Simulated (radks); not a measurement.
Values are calculated unless marked as measured or tabulated.
Task: All-electron atom: Cd24+ in [Ne] 3s2 3p5.75 3d6 4s0.25 (fractional occupations, a model configuration). Code: a radial shooting solver on a logarithmic mesh with Libxc functionals. Model: scalar-relativistic Kohn-Sham, BLYP, spin-polarised, spherical densities, finite nucleus; open shells are filled with parallel spins first (spin-orbit coupling, left out, can overturn this in heavy ions); Fermi nuclear charge, rms radius 4.6087 fm. Some entries of the table are withheld. Estimate them.

orbital,occ.,eigenvalue (hartree),r(max) (bohr),<r^2> (bohr^2)
1s up,1,-1009.006,0.01968,0.001250
1s down,1,-1008.982,0.01968,0.001249
2s up,1,-178.3343,0.1111,0.02028
2s down,1,-177.9447,0.1110,0.02022
2p up,3,-163.6152,0.08884,0.01596
2p down,3,-163.3119,0.08875,0.01591
3s up,1,-56.78030,0.3147,0.1325
3s down,1,-56.29264,0.3152,0.1333
3p up,3,-51.97730,(1),0.1299
3p down,2.75,-51.47804,(2),0.1309
3d up,5,-44.96285,0.2505,0.1084
3d down,1,-44.38174,0.2514,0.1096
4s up,0.25,-26.83464,0.6789,0.5356
4s down,0,-26.70254,0.6832,0.5434
4p up,0,-25.00715,0.6904,0.5576
4p down,0,-24.88200,0.6955,0.5667
5s up,0,-15.69800,1.203,1.509

Result: 
(1) 3p up r(max) (bohr): 0.3057
(2) 3p down r(max) (bohr): 0.3064
